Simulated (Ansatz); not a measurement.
Consider the ligand exchange at a Ge–N bond: `C[N]([GeH3])[InH2]` + `N[SiH3]` → `[SiH3][NH][GeH3]` + `C[NH][InH2]`.

Gas-phase electronic energies from Ansatz, PBE0-D4/def2-TZVP geometries. CCSD(T)/CBS adds triple-zeta CCSD(T) − MP2 to the extrapolated MP2 energy (def2 sets, frozen cores). This one scheme is used for every species. DFT in def2-TZVPP. B3LYP here is the variant with VWN-RPA as its local correlation; programs differ in this. HSE06 is defined as in plane-wave codes. def2 core potentials past Kr. For Ge, In outer-core shells are correlated without core-valence functions, which leaves a few kJ/mol of doubt a bond. Scalar relativity is left out up to krypton.

`C[N]([GeH3])[InH2]`:

Cartesian coordinates in Å:
```
C 1.335 0.306 -0.619
N -0.005 0.109 -0.092
Ge -0.163 -1.262 1.117
In -1.551 1.286 -0.676
H 1.708 -0.582 -1.148
H 1.362 1.136 -1.332
H 2.063 0.539 0.171
H -1.633 -1.325 1.563
H 0.758 -1.013 2.333
H 0.260 -2.599 0.468
H -1.069 2.473 -1.815
H -3.066 0.930 0.032
```

`N[SiH3]`:

Z-matrix (Å, degrees):
```
Si
N 1 1.720
H 1 1.486 2 107.9
H 1 1.494 2 116.0 3 -120.3
H 1 1.486 2 107.9 3 119.4
H 2 1.007 1 119.6 3 -168.6
H 2 1.007 1 119.6 3 49.2
```

`[SiH3][NH][GeH3]`:

```xyz
10

Si    0.031   -1.028    1.204
N     0.515    0.334    0.275
Ge   -0.231    0.940   -1.293
H    -1.406   -1.274    0.915
H     0.220   -0.758    2.655
H     0.782   -2.280    0.891
H     1.413    0.741    0.490
H    -1.695    0.484   -1.289
H     0.494    0.367   -2.528
H    -0.123    2.475   -1.320
```

`C[NH][InH2]`:

Z-matrix (Å, degrees):
```
C
N 1 1.443
H 1 1.098 2 112.6
H 1 1.093 2 110.1 3 119.2
H 1 1.098 2 112.6 3 -121.6
In 2 2.011 1 128.0 3 -119.2
H 2 1.008 1 112.6 3 60.8
H 6 1.711 2 115.1 1 180.0
H 6 1.713 2 113.8 1 -0.0
```

```
             level  ΔE (kcal/mol)  difference from CCSD(T)/CBS
       LDA (SPW92)            0.0                         -1.0
            PBE-D4           -0.1                         -1.1
         revPBE-D4            0.0                         -1.0
           BLYP-D4           -0.2                         -1.2
         r2SCAN-D4           -0.1                         -1.1
            B97M-V            0.1                         -0.9
           PBE0-D4           -0.4                         -1.4
          B3LYP-D4           -0.5                         -1.5
        r2SCAN0-D4           -0.4                         -1.4
          BHLYP-D4           -0.7                         -1.7
      CAM-B3LYP-D4           -0.9                         -1.9
           ωB97X-V           -0.5                         -1.5
           ωB97M-V           -0.4                         -1.4
            B2PLYP           -0.3                         -1.3
          PBE-QIDH            0.0                         -1.0
               PBE           -0.7                         -1.7
            revPBE           -1.1                         -2.1
              BLYP           -1.3                         -2.3
            r2SCAN           -0.2                         -1.2
              PBE0           -0.9                         -1.9
             B3LYP           -1.4                         -2.4
           r2SCANh           -0.4                         -1.4
           r2SCAN0           -0.6                         -1.6
             HSE06           -0.9                         -1.9
             BHLYP           -1.7                         -2.7
         CAM-B3LYP           -1.5                         -2.5
           LC-ωPBE           -1.4                         -2.4
RPA@PBE/def2-TZVPP            0.5                         -0.5
       HF/def2-SVP           -2.3                         -3.3
     CCSD/def2-SVP           -0.3                         -1.3
  CCSD(T)/def2-SVP            0.1                         -0.9
     HF/def2-TZVPP           -2.5                         -3.5
    MP2/def2-TZVPP            1.5                          0.5
SCS-MP2/def2-TZVPP            0.7                         -0.3
   CCSD/def2-TZVPP            0.0                         -1.0
CCSD(T)/def2-TZVPP            0.6                         -0.4
     HF/def2-QZVPP           -2.6                         -3.6
    MP2/def2-QZVPP            1.7                          0.7
     MP2/CBS(def2)            1.8                          0.8
    CCSD/CBS(def2)            0.4                         -0.6
       CCSD(T)/CBS            1.0                            0
```

Largest T1 diagnostic among the species: 0.016.

Leaving LDA and LC-ωPBE aside and taking each functional with its dispersion term where it has one, the values spread over 1.0 kcal/mol, from CAM-B3LYP-D4 to B97M-V. In def2-TZVPP, CCSD(T) changes the Hartree–Fock value by +3.0 kcal/mol (the triples alone add +0.6 kcal/mol) and MP2 by +3.9 kcal/mol.
